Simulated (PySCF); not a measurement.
# Structure from NMR data

An unknown has the formula C₄H₄F₃N. Its calculated NMR data are:

$^{1}$H NMR (400 MHz, computed): δ 11.39 (br s, 1H), 8.77 (m, 1H), 6.58 (m, 1H), 5.82 (m, 1H).

$^{13}$C{$^{1}$H} NMR (computed): δ 173.7 (C), 164.1 (CH), 121.9 (CH), 118.3 (CH).

Theoretical values (PySCF): GFN2-xTB structure, NMR shieldings at PBE0/pcSseg-1/GIAO. Rapidly exchanging positions averaged, non-relativistic, isolated molecule, single conformer.

Referencing at the same level of theory: TMS for $^{1}$H and $^{13}$C.

Question: What is the structure?

Answer: 
- Rings plus π bonds: 2 (no ring in the answer).
- 4 carbon signals for 4 carbons: no two carbons are equivalent.
- Carbon types of the structure: 1 × C, 3 × CH, leaving 1 H on heteroatoms.
- δC 173.7: fully substituted alkene carbon.
- δC 164.1: C=N carbon.
- δC 121.9: alkene CH; as expected for a trigonal carbon in a double bond.
- δC 118.3: allylic sp3 CH bonded to 2 F; 2 electronegative neighbours deshield it.
- δH 11.39: hydrogen on an imine nitrogen; labile proton, position sensitive to the medium.
- δH 8.77: hydrogen on a C=N carbon.
- δH 5.82: hydrogen on an alkene CH; olefinic region.

These data were computed for `[H]/N=C\C=C(\F)C(F)F`.

This is the structure that produced the data.

The OH or NH signal is concentration- and solvent-dependent in practice; the value given is the gas-phase one. Splittings by $^{19}$F in the carbon and heteronuclear signals aren't shown, as no couplings were computed. Shifts are as computed. Against solution values, carbons near 30 ppm lie about +3 ppm off and those near 130 ppm about +5 ppm (rms about the fit 2.1 ppm; single classes can miss by 10 ppm). Of 1328 compounds with measured shifts, 309 miss one by over three times the rms of a fit or turn the order of signals round; such compounds aren't used in these exercises. Signals without a measured value on file couldn't be tested in this way; 1H shifts scatter by 0.2 ppm about their fit, and single ones miss by 0.5 ppm. Multiplicities follow the n + 1 count of equivalent neighbours, as no J values were calculated; m marks all less simple cases, F and P coupling included.
